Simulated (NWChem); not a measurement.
System: C2H5FGe; SMILES [CH](=C)[GeH2][F]

The following NWChem deck was run.

```
start job
memory heap 200 mb stack 900 mb global 1100 mb
geometry units angstroms
  Ge    -0.491050     0.082100    -0.313612
  F     -0.724404    -0.643821     1.260251
  C      1.431184     0.378459    -0.477857
  C      2.294328     0.057188     0.472949
  H     -1.094355    -0.945663    -1.234296
  H     -1.356586     1.311996    -0.231769
  H      1.781165     0.827362    -1.397761
  H      3.356321     0.225137     0.372913
  H      1.962867    -0.391325     1.396670
end
basis spherical
  * library 6-31g*
end
dft
  xc b3lyp
  iterations 150
end
driver
  maxiter 120
end
task dft optimize
task dft freq
```

Excerpt of the output:

```
             Northwest Computational Chemistry Package (NWChem) 7.3.0
             --------------------------------------------------------

 CS  symmetry detected

                             Geometry "geometry" -> ""
                             -------------------------

 Output coordinates in angstroms (scale by  1.889725989 to convert to a.u.)

  No.       Tag          Charge          X              Y              Z
 ---- ---------------- ---------- -------------- -------------- --------------
    1 Ge                  32.0000    -0.34824577    -0.55962404     0.00000000
    2 F                    9.0000     1.37070559    -0.88159659     0.00000000
    3 C                    6.0000    -0.52055967     1.38462299     0.00000000
    4 C                    6.0000     0.52141549     2.20104955     0.00000000
    5 H                    1.0000    -0.80938355    -1.27576182    -1.24205971
    6 H                    1.0000    -0.80938355    -1.27576182     1.24205971
    7 H                    1.0000    -1.52438373     1.78781177     0.00000000
    8 H                    1.0000     0.41602348     3.27572891     0.00000000
    9 H                    1.0000     1.52950675     1.81628627     0.00000000

 Effective nuclear repulsion energy (a.u.)     272.8185889387

      Symmetry information
      --------------------

 Group name             Cs
 Group number              2
 Group order               2
 No. of unique centers     8

                                Z-matrix (autoz)
                                --------

 Units are Angstrom for bonds and degrees for angles

      Type          Name      I     J     K     L     M      Value
      ----------- --------  ----- ----- ----- ----- ----- ----------
    1 Stretch                  1     2                       1.74885
    2 Stretch                  1     3                       1.95187
    3 Stretch                  1     5                       1.50606
    4 Stretch                  1     6                       1.50606
    5 Stretch                  3     4                       1.32373
    6 Stretch                  3     7                       1.08177
    7 Stretch                  4     8                       1.07983
    8 Stretch                  4     9                       1.07902
    9 Bend                     1     3     4               123.01528
   10 Bend                     1     3     7               116.94775
   11 Bend                     2     1     3               105.67375
   12 Bend                     2     1     5               102.32235
   13 Bend                     2     1     6               102.32235
   14 Bend                     3     1     5               116.52685
   15 Bend                     3     1     6               116.52685
   16 Bend                     3     4     8               122.47904
   17 Bend                     3     4     9               121.02936
   18 Bend                     4     3     7               120.03697
   19 Bend                     5     1     6               111.11791
   20 Bend                     8     4     9               116.49160
   21 Torsion                  1     3     4     8         180.00000
   22 Torsion                  1     3     4     9           0.00000
   23 Torsion                  2     1     3     4           0.00000
   24 Torsion                  2     1     3     7         180.00000
   25 Torsion                  4     3     1     5        -112.81745
   26 Torsion                  4     3     1     6         112.81745
   27 Torsion                  5     1     3     7          67.18255
   28 Torsion                  6     1     3     7         -67.18255
   29 Torsion                  7     3     4     8           0.00000
   30 Torsion                  7     3     4     9         180.00000

                           NWChem Geometry Optimization
                           ----------------------------

 maximum gradient threshold         (gmax) =   0.000450
 rms gradient threshold             (grms) =   0.000300
 maximum cartesian step threshold   (xmax) =   0.001800
 rms cartesian step threshold       (xrms) =   0.001200
 fixed trust radius                (trust) =   0.300000
 source of zmatrix                         =   autoz

          -------------------
          Energy Minimization
          -------------------

 Using diagonal initial Hessian
 Scaling for Hessian diagonals: bonds = 1.00  angles = 0.25  torsions = 0.10

          --------
          Step   0

                                 NWChem DFT Module
                                 -----------------

 Summary of "ao basis" -> "ao basis" (spherical)
 ------------------------------------------------------------------------------
       Tag                 Description            Shells   Functions and Types
 ---------------- ------------------------------  ------  ---------------------
 Ge                          6-31g*                 12       32   5s4p3d
 F                           6-31g*                  6       14   3s2p1d
 C                           6-31g*                  6       14   3s2p1d
 H                           6-31g*                  2        2   2s

      Symmetry analysis of basis
      --------------------------

        a'         60
        a"         24

            General Information
            -------------------
          SCF calculation type: DFT
          Wavefunction type:  closed shell.
          No. of atoms     :     9
          No. of electrons :    58
           Alpha electrons :    29
            Beta electrons :    29
          Charge           :     0
          Spin multiplicity:     1
          Use of symmetry is: on ; symmetry adaption is: on
          Maximum number of iterations: 150
          AO basis - number of functions:    84
                     number of shells:    40
          Convergence on energy requested:  1.00D-06
          Convergence on density requested:  1.00D-05
          Convergence on gradient requested:  5.00D-04

              XC Information
              --------------
                         B3LYP Method XC Potential
                     Hartree-Fock (Exact) Exchange  0.200
                        Slater Exchange Functional  0.800 local
                    Becke 1988 Exchange Functional  0.720 non-local
              Lee-Yang-Parr Correlation Functional  0.810
                  VWN I RPA Correlation Functional  0.190 local

             Grid Information
             ----------------
          Grid used for XC integration:  medium
          Radial quadrature: Mura-Knowles
          Angular quadrature: Lebedev.
          Tag              B.-S. Rad. Rad. Pts. Rad. Cut. Ang. Pts.
          ---              ---------- --------- --------- ---------
          Ge                  1.25      112          10.0       590
          F                   0.50       49          11.0       434
          C                   0.70       49          10.0       434
          H                   0.35       45          12.0       434
          Grid pruning is: on
          Number of quadrature shells:   439
          Spatial weights used:  Erf1

      Superposition of Atomic Density Guess
      -------------------------------------

 Sum of atomic energies:       -2252.20543949

      Non-variational initial energy
      ------------------------------

 Total energy =   -2253.746533
 1-e energy   =   -3679.898318
 2-e energy   =    1153.333196
 HOMO         =      -0.324974
 LUMO         =       0.007579

      Symmetry analysis of molecular orbitals - initial
      -------------------------------------------------

  Numbering of irreducible representations:

     1 a'          2 a"

  Orbital symmetries:

[...]

      ----------------------
      Optimization converged
      ----------------------

  Step       Energy      Delta E   Gmax     Grms     Xrms     Xmax
  ---- ---------------- -------- -------- -------- -------- --------
@    4   -2255.81863763 -1.8D-06  0.00013  0.00004  0.00088  0.00164
                                     ok       ok       ok       ok

                                Z-matrix (autoz)
                                --------

 Units are Angstrom for bonds and degrees for angles

      Type          Name      I     J     K     L     M      Value     Gradient
      ----------- --------  ----- ----- ----- ----- ----- ---------- ----------
    1 Stretch                  1     2                       1.75668   -0.00013
    2 Stretch                  1     3                       1.94169    0.00006
    3 Stretch                  1     5                       1.54958    0.00002
    4 Stretch                  1     6                       1.54958    0.00002
    5 Stretch                  3     4                       1.33612    0.00004
    6 Stretch                  3     7                       1.09005   -0.00005
    7 Stretch                  4     8                       1.08910   -0.00006
    8 Stretch                  4     9                       1.08727   -0.00004
    9 Bend                     1     3     4               120.82190   -0.00001
   10 Bend                     1     3     7               119.03342    0.00002
   11 Bend                     2     1     3               104.71862    0.00001
   12 Bend                     2     1     5               106.70725   -0.00001
   13 Bend                     2     1     6               106.70725   -0.00001
   14 Bend                     3     1     5               113.59212   -0.00004
   15 Bend                     3     1     6               113.59212   -0.00004
   16 Bend                     3     4     8               122.19140    0.00001
   17 Bend                     3     4     9               121.36879   -0.00002
   18 Bend                     4     3     7               120.14468   -0.00001
   19 Bend                     5     1     6               110.84483    0.00008
   20 Bend                     8     4     9               116.43982    0.00001
   21 Torsion                  1     3     4     8         180.00000    0.00000
   22 Torsion                  1     3     4     9           0.00000    0.00000
   23 Torsion                  2     1     3     4           0.00000   -0.00000
   24 Torsion                  2     1     3     7         180.00000   -0.00000
   25 Torsion                  4     3     1     5        -116.04452    0.00002
   26 Torsion                  4     3     1     6         116.04452   -0.00002
   27 Torsion                  5     1     3     7          63.95548    0.00002
   28 Torsion                  6     1     3     7         -63.95548   -0.00002
   29 Torsion                  7     3     4     8           0.00000   -0.00000
   30 Torsion                  7     3     4     9         180.00000   -0.00000

                         Geometry "geometry" -> "geometry"
                         ---------------------------------

 Output coordinates in angstroms (scale by  1.889725989 to convert to a.u.)

  No.       Tag          Charge          X              Y              Z
 ---- ---------------- ---------- -------------- -------------- --------------
    1 Ge                  32.0000    -0.30733222    -0.56628301     0.00000000
    2 F                    9.0000     1.43228661    -0.81053427     0.00000000
    3 C                    6.0000    -0.53475428     1.36204441     0.00000000
    4 C                    6.0000     0.52457781     2.17631373     0.00000000
    5 H                    1.0000    -0.85390833    -1.25522103    -1.27586074
    6 H                    1.0000    -0.85390833    -1.25522103     1.27586074
    7 H                    1.0000    -1.54323078     1.77579826     0.00000000
    8 H                    1.0000     0.42290299     3.26065671     0.00000000
    9 H                    1.0000     1.53906159     1.78520146     0.00000000

 Effective nuclear repulsion energy (a.u.)     272.4321944863

      Symmetry information
      --------------------

 Group name             Cs
 Group number              2
 Group order               2
 No. of unique centers     8

                Final and change from initial internal coordinates
                --------------------------------------------------

                                Z-matrix (autoz)
                                --------

 Units are Angstrom for bonds and degrees for angles

[...]

 Rotational Constants
 --------------------
 A=   0.270464 cm-1  (  0.389129 K)
 B=   0.122200 cm-1  (  0.175814 K)
 C=   0.087022 cm-1  (  0.125202 K)

 Temperature                      =   298.15K
 frequency scaling parameter      =   1.0000

 Zero-Point correction to Energy  =   37.813 kcal/mol  (  0.060259 au)
 Thermal correction to Energy     =   41.399 kcal/mol  (  0.065974 au)
 Thermal correction to Enthalpy   =   41.991 kcal/mol  (  0.066917 au)

 Total Entropy                    =   76.670 cal/mol-K
   - Translational                =   40.292 cal/mol-K (mol. weight = 121.9594)
   - Rotational                   =   25.820 cal/mol-K (symmetry #  =        1)
   - Vibrational                  =   10.559 cal/mol-K

 Cv (constant volume heat capacity) =   19.231 cal/mol-K
   - Translational                  =    2.979 cal/mol-K
   - Rotational                     =    2.979 cal/mol-K
   - Vibrational                    =   13.272 cal/mol-K

[normal modes left out]

 ----------------------------------------------------------------------------
 Normal Eigenvalue ||           Projected Infra Red Intensities
  Mode   [cm**-1]  || [atomic units] [(debye/angs)**2] [(KM/mol)] [arbitrary]
 ------ ---------- || -------------- ----------------- ---------- -----------
    1       -0.000 ||    0.000809           0.019         0.788       0.271
    2       -0.000 ||    0.000001           0.000         0.001       0.000
    3       -0.000 ||    0.000249           0.006         0.242       0.083
    4        0.000 ||    0.002386           0.055         2.326       0.801
    5        0.000 ||    0.000428           0.010         0.418       0.144
    6        0.000 ||    0.000011           0.000         0.011       0.004
    7       97.489 ||    0.000581           0.013         0.567       0.195
    8      150.596 ||    0.003984           0.092         3.884       1.337
    9      344.799 ||    0.014072           0.325        13.718       4.722
   10      402.309 ||    0.000213           0.005         0.208       0.071
   11      583.581 ||    0.006220           0.144         6.064       2.087
   12      602.766 ||    0.073413           1.694        71.566      24.636
   13      674.027 ||    0.010127           0.234         9.873       3.399
   14      694.129 ||    0.062619           1.445        61.044      21.014
   15      795.890 ||    0.122353           2.823       119.276      41.061
   16      874.819 ||    0.099338           2.292        96.839      33.337
   17      999.766 ||    0.020401           0.471        19.888       6.846
   18     1016.299 ||    0.005352           0.123         5.218       1.796
   19     1042.344 ||    0.025885           0.597        25.234       8.687
   20     1287.558 ||    0.003824           0.088         3.728       1.283
   21     1453.004 ||    0.008918           0.206         8.694       2.993
   22     1676.588 ||    0.002696           0.062         2.628       0.905
   23     2112.343 ||    0.133071           3.070       129.724      44.657
   24     2117.170 ||    0.175205           4.042       170.798      58.797
   25     3144.308 ||    0.010459           0.241        10.196       3.510
   26     3159.325 ||    0.014552           0.336        14.186       4.883
   27     3234.101 ||    0.007388           0.170         7.202       2.479
 ----------------------------------------------------------------------------
```

Level: B3LYP/6-31G* (spherical d).
